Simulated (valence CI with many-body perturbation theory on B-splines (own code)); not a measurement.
The numbers below are computed, except where a source is named.
**Energy levels of Ir LXXIII**

Method: relativistic CI+MBPT: three valence electrons over a frozen Dirac-Fock core [He], a basis of 11 s, 11 p, 9 d, 7 f, 5 g, 2 h, 1 i functions for each j, with the one-electron correlation potential Σ1, the two-electron term Σ2, the three-electron term Σ3, Breit, model QED; selected CI, second order for the rest (own B-spline code, finite nucleus).

No measured spectrum was set against this ion. As an estimate, large intervals hold to a few tenths of a per cent, small ones and those within an open d or f shell to about a per cent.

Levels 91 to 103 of 103, with energies above the lowest level, (2s^2 2p1/2) J=1/2. "Leading %" is the weight of the configuration and term that name the level; weights of strongly mixed levels are sums over their largest components and can fall short. In the jj column 3d3/2^4 stands for four electrons in 3d with j = 3/2.

```
No.  Configuration  Term    J  E (eV)  Leading %  Second component                 Leading jj
 91         2p2 3p   2P°  1/2   14604         87    8 % 2p2 3p 4D°   2p1/2 2p3/2 3p3/2 (99 %)
 92         2p2 3d    2G  7/2   14610         56    25 % 2p2 3d 2F   2p1/2 2p3/2 3d3/2 (99 %)
 93         2p2 3d    2D  5/2   14628         37    32 % 2p2 3d 2F   2p1/2 2p3/2 3d3/2 (99 %)
 94         2p2 3d    2D  3/2   14633         47    18 % 2p2 3d 2P  2p1/2 2p3/2 3d3/2 (100 %)
 95         2p2 3d    2P  1/2   14644         39    32 % 2p2 3d 4P  2p1/2 2p3/2 3d3/2 (100 %)
 96         2p2 3d    4D  7/2   14725         46    39 % 2p2 3d 4F  2p1/2 2p3/2 3d5/2 (100 %)
 97         2p2 3d    2G  9/2   14744         65    35 % 2p2 3d 4F  2p1/2 2p3/2 3d5/2 (100 %)
 98         2p2 3d    2P  3/2   14745         41    25 % 2p2 3d 4P  2p1/2 2p3/2 3d5/2 (100 %)
 99         2p2 3d    2F  5/2   14747         44    19 % 2p2 3d 4D   2p1/2 2p3/2 3d5/2 (99 %)
100         2p2 3d    2D  5/2   14765         57    29 % 2p2 3d 4P   2p1/2 2p3/2 3d5/2 (99 %)
101         2p2 3d    2F  7/2   14772         71    12 % 2p2 3d 4F   2p1/2 2p3/2 3d5/2 (99 %)
102         2p2 3d    2D  3/2   14781         57    30 % 2p2 3d 2P  2p1/2 2p3/2 3d5/2 (100 %)
103         2p2 3d    2P  1/2   14787         56    38 % 2p2 3d 2S  2p1/2 2p3/2 3d5/2 (100 %)
```
